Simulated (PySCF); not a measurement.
A species of formula C5H14N2 has this rotational fingerprint, computed with PBE0/pcSseg-1 in PySCF (dipole) on a GFN2-xTB geometry, gas phase:

- Rotational constants: A = 4176, B = 1588, C = 1562 MHz
- Dipole components: |μa| = 0.24 D, |μb| = 0.79 D, |μc| = 1.31 D
- Inertial defect: -115.62 u·Å²
- κ: -0.98

Question: Which structure is it? (One computed conformer of each.)
A. `[CH3:1][CH2:2][CH2:3][CH2:4][NH:5][NH:6][CH3:7]` with C1–C2–C3–C4 -177°, C2–C3–C4–N5 59°, C3–C4–N5–N6 67°, C4–N5–N6–C7 54°
B. `[CH3:1][CH2:2][CH2:3][NH:4][NH:5][CH2:6][CH3:7]` with C1–C2–C3–N4 71°, C2–C3–N4–N5 164°, C3–N4–N5–C6 84°, N4–N5–C6–C7 175°
C. `[CH3:1][CH2:2][CH2:3][N:4]([NH2:5])[CH2:6][CH3:7]` with C1–C2–C3–N4 174°, C2–C3–N4–N5 67°, C3–N4–N5–H 44° and -76°, C3–N4–C6–C7 171°
D. `[CH3:1][CH2:2][NH:3][CH2:4][CH2:5][NH:6][CH3:7]` with C1–C2–N3–C4 173°, C2–N3–C4–C5 76°, N3–C4–C5–N6 52°, C4–C5–N6–C7 73° (2,5-diazaheptane)
E. `[CH3:1][NH:2][NH:3][C:4]([CH3:5])([CH3:6])[CH3:7]` with C1–N2–N3–C4 152°

Answer: E. It is CNNC(C)(C)C, a near-prolate asymmetric top, point group C1. The candidates at the same level (rigid rotor, commonest isotopes):

```csv
SMILES,A (MHz),B (MHz),C (MHz),μa (D),μb (D),μc (D),Δ (u·Å²),point group,rotor
CCCCNNC,5014,1214,1155,0.27,0.50,1.51,-79.54,C1,near-prolate asymmetric top
CCNCCNC,5192,1206,1138,1.28,0.93,1.17,-72.52,C1,near-prolate asymmetric top
CNNC(C)(C)C,4176,1588,1562,0.24,0.79,1.31,-115.62,C1,near-prolate asymmetric top
CCCNNCC,8027,952.8,932.6,0.52,1.39,0.11,-51.44,C1,near-prolate asymmetric top
CCCN(N)CC,6563,1176,1074,1.42,0.06,0.83,-36.26,C1,near-prolate asymmetric top
```

`CCCCNNC` has C 26 % too low; `CCNCCNC` has C 27 % too low; `CCCN(N)CC` has A 57 % too high; `CCCNNCC` has A 92 % too high. No structure here is proved a minimum.
